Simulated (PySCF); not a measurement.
Compound: C7H10OSi.
Numbering: `[CH3:1][c:2]1[cH:3][cH:4][c:5]([O:6][SiH3:7])[cH:8][cH:9]1`

Cartesian coordinates in Å at the PBE0-D3(BJ)/def2-SVP level; atoms count from 1:
```xyz
19
C7H10OSi angstrom
C     -3.282    0.677   -0.010
C     -1.807    0.432   -0.152
C     -1.286   -0.868   -0.166
C      0.080   -1.104   -0.267
C      0.972   -0.031   -0.358
O      2.293   -0.311   -0.458
Si     3.581    0.753   -0.587
C      0.471    1.274   -0.349
C     -0.901    1.493   -0.248
H     -3.870   -0.153   -0.427
H     -3.569    0.779    1.051
H     -3.589    1.602   -0.520
H     -1.968   -1.720   -0.100
H      0.482   -2.118   -0.281
H      4.788   -0.108   -0.668
H      3.652    1.647    0.608
H      3.452    1.595   -1.814
H      1.152    2.127   -0.426
H     -1.274    2.521   -0.247
```

Probes without a nucleus sit at each ring's centroid and 1 Å off its mean plane on both sides; NICS is minus the shielding there, NICSzz its component along the normal. Level: GIAO HF/pcSseg-1 (PySCF, non-relativistic, gas phase) on the PBE0-D3(BJ)/def2-SVP geometry, one conformer.

Ring bond lengths (Å): C2–C3 1.401, C3–C4 1.390, C4–C5 1.398, C5–C8 1.398, C8–C9 1.393, C9–C2 1.398.

Question: What do the NICS probes read (ppm)?

Answer: 
```csv
ring,type,NICS(0),"NICS(1), two faces","NICS(1)zz, two faces",rms pucker (Å),"centre to ring atoms, mean (Å)"
C2–C3–C4–C5–C8–C9,6-membered carbocycle; formal bonds all aromatic,-11.1,-12.3 / -12.2,-29.5 / -29.2,0.00,1.40
```

Question: What do they say, and how far can they be read as aromaticity?

Answer: 
- C2–C3–C4–C5–C8–C9: mean NICS(1)zz -29.3 ppm, shielded. For a flat ring without four-coordinate atoms the NICS criterion counts such a value as aromatic.

Question: How equal are the bonds by HOMA? HOMA = 1 − mean of α(R − Ropt)² over the ring bonds, with Krygowski's 1993 parameters (CC: Ropt 1.388 Å, α 257.7 Å⁻²).

Answer: 
- C2–C3–C4–C5–C8–C9: HOMA 0.98 = 1 − EN − GEO, with mean bond length 1.396 Å, EN = α(Ropt − mean)² = 0.017 and GEO = α × variance = 0.003. The geometric and the magnetic index point the same way.

Question: How shielded are the nuclei of the rings and their hydrogens (means over atoms taken as equivalent)?

Answer: 
```json
{"atoms": "C2", "environment": "substituted aromatic carbon", "σ isotropic (ppm)": "55.3", "principal values of the symmetric part, first atom (ppm)": "-55.0, 33.5, 187.3"}
{"atoms": "C3 (×2)", "environment": "aromatic CH carbon", "σ isotropic (ppm)": "51.7", "principal values of the symmetric part, first atom (ppm)": "-64.0, 46.6, 170.2"}
{"atoms": "C4 (×2)", "environment": "aromatic CH carbon", "σ isotropic (ppm)": "68.4", "principal values of the symmetric part, first atom (ppm)": "-32.4, 57.1, 169.3"}
{"atoms": "C5", "environment": "aromatic carbon bearing oxygen", "σ isotropic (ppm)": "29.5", "principal values of the symmetric part, first atom (ppm)": "-78.9, 34.2, 133.2"}
{"atoms": "H13 (×2)", "environment": "aromatic hydrogen", "σ isotropic (ppm)": "24.28", "principal values of the symmetric part, first atom (ppm)": "20.1, 24.5, 28.2"}
{"atoms": "H14 (×2)", "environment": "aromatic hydrogen", "σ isotropic (ppm)": "24.70", "principal values of the symmetric part, first atom (ppm)": "19.9, 25.2, 28.3"}
```

Question: How do the values depend on the level or the medium?

Answer: 
| level | NICS(0), C2–C3–C4–C5–C8–C9 | mean NICS(1)zz, C2–C3–C4–C5–C8–C9 |
| --- | --- | --- |
| HF/pcSseg-1, gas | -11.1 | -29.3 |
| PBE0/pcSseg-1, gas | -9.6 | -26.5 |
| PBE0/pcSseg-1, IEF-PCM benzene | -9.5 | -26.5 |
| PBE0/pcSseg-1, IEF-PCM water | -9.4 | -26.5 |

The geometry is the same throughout; the continuum's cavity takes Bondi-type radii × 1.2.
